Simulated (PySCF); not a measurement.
H4OSe2Si. Atoms are numbered in the order given.

```xyz
8

Si    -0.8593    -0.3553    -0.1124
O     -1.8377    -0.6228     1.2013
Se    -0.2062     1.8158    -0.4154
Se     1.0772    -1.5322     0.2083
H     -1.6714    -0.8074    -1.2679
H     -1.5011    -0.3200     2.0548
H     -1.5151     2.2073    -0.9684
H      1.8057    -0.7671    -0.8154
```

The structure is a stationary point at r2SCAN-D4/def2-SVP. This is a generated structure with no PubChem entry under its InChIKey; it may be hypothetical. The values are those of a single conformer.

Calculation: PBE/pcSseg-1 run with PySCF.

GIAO shieldings, no solvent; atoms listed in one row are averaged. δ = σ(ref) − σ: ²⁹Si against TMS (σ = 335.4 ppm); ¹⁷O against H2O (σ = 334.3 ppm); ⁷⁷Se against Me2Se (σ = 1634.8 ppm); ¹H against TMS (σ = 31.49 ppm), references at their B3LYP-D3(BJ)/def2-TZVP geometries, non-relativistic.

Question: Estimate the chemical shifts. (An estimate is asked for; the answer gives what the named calculation found.)

Answer: 
| nucleus | atoms | count | δ (ppm) |
|---|---|---|---|
| ²⁹Si | Si1 | 1 | 23.7 |
| ¹⁷O | O2 | 1 | 91.7 |
| ⁷⁷Se | Se3 | 1 | -248.8 |
| ⁷⁷Se | Se4 | 1 | -355.2 |
| ¹H | H5 | 1 | 6.88 |
| ¹H | H6 | 1 | 2.02 |
| ¹H | H7 | 1 | 1.92 |
| ¹H | H8 | 1 | 1.33 |
